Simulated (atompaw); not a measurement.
# u(r) = r·R(r): atom against pseudo-atom (manganese)

Columns: radius, all-electron u(r) and pseudo u(r) of the 3d shell (level -6.79 eV) of manganese in the configuration [Ne] 3s2 3p6 3d5 4s2 4p0; PBEsol, scalar-relativistic, PAW (atompaw) scheme, atompaw 4.2.0.5.

```csv
r (bohr),all-electron,pseudo
0.060,0.0170,0.0003
0.119,0.0866,0.0022
0.179,0.1990,0.0074
0.238,0.3265,0.0167
0.298,0.4551,0.0315
0.358,0.5710,0.0520
0.417,0.6673,0.0780
0.477,0.7459,0.1102
0.537,0.8053,0.1481
0.596,0.8463,0.1904
0.656,0.8726,0.2379
0.715,0.8855,0.2881
0.775,0.8881,0.3412
0.835,0.8821,0.3946
0.894,0.8698,0.4453
0.954,0.8524,0.4928
1.013,0.8318,0.5339
1.073,0.8081,0.5690
1.133,0.7828,0.5972
1.192,0.7567,0.6188
1.252,0.7296,0.6350
1.312,0.7023,0.6450
1.371,0.6756,0.6471
1.431,0.6487,0.6394
1.490,0.6229,0.6216
1.550,0.5972,0.5972
```

Problem. How many radial nodes do the two functions have?

Solution. The all-electron 3d function has n − l − 1 = 0; the pseudo-wave has 0.

Problem. Where does each function peak?

Solution. Outermost all-electron maximum near 0.78 bohr, pseudo maximum near 1.37 bohr (to the table’s step).

Problem. Is the pseudo-wave norm-conserving?

Solution. No, it belongs to a PAW set: the norm inside the radius is not constrained, and the difference is carried by the augmentation charge.
